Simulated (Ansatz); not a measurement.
Basis-set extrapolation for `C1CCCSCC1` (PBE0-D4/def2-TZVP geometry, frozen core, Ansatz 0.2.0). Multiplicity 1, RHF reference.

```tsv
	def2-TZVPP	def2-QZVPP
HF	-631.820046	-631.842027
MP2 correlation	-1.216061	-1.296230
CCSD(T) correlation	-1.342815	not run
```

Energies in hartree. Use E(X) = E(∞) + A·exp(−7.88·√X) for Hartree–Fock and E(X) = E(∞) + B·X^(−2.97) for correlation, with X = 3 and 4, and add CCSD(T) minus MP2 of the smaller set to the MP2 limit.

Question: What is the CCSD(T) energy at the basis-set limit?

Answer: HF limit: -631.842027 + (-0.021981) × 0.13774 = -631.84505. MP2 limit: -1.296230 + (-0.080169) × 0.74074 = -1.35561. Higher-order term: -1.342815 − (-1.216061) = -0.12675. Total: -633.32741 hartree, 103.3 kcal/mol below CCSD(T)/def2-TZVPP.
